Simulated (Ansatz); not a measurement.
Reaction (ligand exchange at the Si–F bond): `O[SiH2][SiH](F)S` + HCl → `O[SiH2][SiH](S)Cl` + H–F

Isolated molecules relaxed with PBE0-D4/def2-TZVP in Ansatz; ΔE leaves out vibrations. CCSD(T)/CBS is the MP2 limit (def2-TZVPP, def2-QZVPP) plus CCSD(T) − MP2 in def2-TZVPP, frozen cores. This one scheme is used for every species. DFT in def2-TZVPP. B3LYP here is the variant with VWN-RPA as its local correlation; programs differ in this. Each species was taken in one conformer, which may not be the lowest.

```csv
level,ΔE (kcal/mol),difference from CCSD(T)/CBS
r2SCAN-D4,7.4,0.8
PBE0-D4,5.3,-1.3
ωB97M-V,7.4,0.8
B2PLYP,8.6,2.0
PBE,6.7,0.1
r2SCAN,7.8,1.2
PBE0,6.4,-0.2
B3LYP,9.7,3.1
HF/def2-TZVPP,10.8,4.2
CCSD/def2-TZVPP,8.3,1.7
CCSD(T)/def2-TZVPP,7.6,1.0
HF/def2-QZVPP,11.3,4.7
MP2/def2-QZVPP,5.5,-1.1
SCS-MP2/def2-QZVPP,7.2,0.6
HF/CBS(def2),11.3,4.7
MP2/CBS(def2),4.9,-1.7
CCSD(T)/CBS,6.6,0
```

Largest T1 diagnostic among the species: 0.012.

In def2-TZVPP, CCSD(T) changes the Hartree–Fock value by −3.1 kcal/mol (the triples alone add −0.7 kcal/mol) and MP2 by −4.9 kcal/mol. The D4 term adds −2.0 kcal/mol with B3LYP and −1.1 kcal/mol with PBE0; it sums over pairs of atoms, weighted by their polarisabilities, and B3LYP, whose exchange is more repulsive, gets the larger term.
